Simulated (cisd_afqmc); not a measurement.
Input (AFQMC/CISD/cc-pVDZ; cisd_afqmc is a phaseless AFQMC code with CISD trial states that reads the integrals written by Ansatz):

Ansatz 0.2 input:
```python
import cisd_afqmc

open("ham.yaml", "w").write("""\
crystal:
  periodic: [false, false, false]
  atoms:
    - {symbol: Se, position_ang: [0.31973390, -0.02815031, 0.20823615]}
    - {symbol: O, position_ang: [-1.21558258, 0.02679165, -0.71487833]}
    - {symbol: H, position_ang: [-1.14629201, 0.74277723, -1.36100259]}
basis:
  gaussian:
    orbitals: cc-pVDZ
magnetization: {spin_polarized: true, initial_magnetization: 1}
correlation: {method: ccsd, electrons: outside_noble_gas, hamiltonian_folder: ham}
""")
rep = cisd_afqmc.ansatz("ham.yaml")
e_ccsd = rep["correlation"]["coupled_cluster"]["energy"]["hartree"]
out = cisd_afqmc.run("ham", e_ccsd, trial="CISD", walkers=200, populations=8, threads=8, dt=0.005, steps=40, early=24, settle=10, least=32,
    cut=5e-5, rank_cut=2e-4, target=0.0004, seconds=1500, seed=1, memory=17280, gpu=False)
```

Output:

```
orbitals 31, occupied [7, 6], factors 162 of 499, rank of the doubles 194 of 318
E(HF) = -2475.219909
E(CCSD) on the cut factors = -2475.524959, shift to the whole factors -0.000004
Energy of the trial state on the determinant = -2475.524998
  tau behind 7.2 of longer steps, mean of the populations' last blocks
   2.0  -2475.53403
   4.0  -2475.53398
   6.0  -2475.53431
   8.0  -2475.53430
  10.0  -2475.53361
blocks 379 (2 outliers left out), error by blocks joined: 1: 0.00019, 2: 0.00023, 4: 0.00027, 8: 0.00029, 16: 0.00036
E(AFQMC/CISD) = -2475.53362 +/- 0.00036
```

The error still grows at the longest joins of blocks, or few joins were possible, so the printed bar may be too narrow.
